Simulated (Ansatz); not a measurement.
The cluster Ga4P4⁻. Charge -1, multiplicity 2. Geometry PBE0-D4/def2-SVP, that of the neutral singlet; atoms count from 1.

| atom | x (Å) | y (Å) | z (Å) |
| --- | --- | --- | --- |
| Ga1 | -2.5048 | 0.4089 | 0.8577 |
| Ga2 | 1.7746 | 1.5229 | -1.3068 |
| Ga3 | 2.3915 | 0.0284 | 1.2068 |
| Ga4 | -1.6613 | -1.9602 | -0.7577 |
| P5 | -0.1629 | 1.3459 | 0.8401 |
| P6 | 0.0442 | -0.8874 | 1.3244 |
| P7 | -0.6025 | 0.6794 | -1.3110 |
| P8 | 0.7213 | -1.1380 | -0.8536 |

Another isomer (singlet) lies 0.13 eV lower at PBE0-D4/def2-TZVP; other spin states weren't run for this one.

Estimate the Mulliken populations from the PBE0/def2-SVP orbitals of Ansatz.


```csv
atom,charge (e),spin (α − β)
Ga1,0.01,0.27
Ga2,0.01,0.27
Ga3,0.01,0.27
Ga4,0.01,0.27
P5,-0.26,-0.02
P6,-0.26,-0.02
P7,-0.26,-0.02
P8,-0.26,-0.02
```
Mulliken values and Mayer orders depend strongly on the basis.

Where does the spin sit?

Summed by element: Ga 1.07, P -0.07, of 1 unpaired in all. Largest on single atoms: Ga2 0.27, Ga3 0.27, Ga4 0.27.

And the Mayer bond orders between bonded heavy atoms (over 0.3)?

Ga1–P5 0.48 (2.52 Å); Ga2–P7 0.48 (2.52 Å); Ga3–P6 0.48 (2.52 Å); Ga4–P8 0.48 (2.52 Å); P5–P6 0.89 (2.29 Å); P5–P7 0.89 (2.29 Å); P6–P8 0.89 (2.29 Å); P7–P8 0.89 (2.29 Å). Values over 0.3 also appear between atoms too far apart for a bond (Ga1–Ga4 0.34 at 2.99 Å; Ga2–Ga3 0.34 at 2.99 Å); they arise where an orbital or an unpaired electron spreads over both atoms.
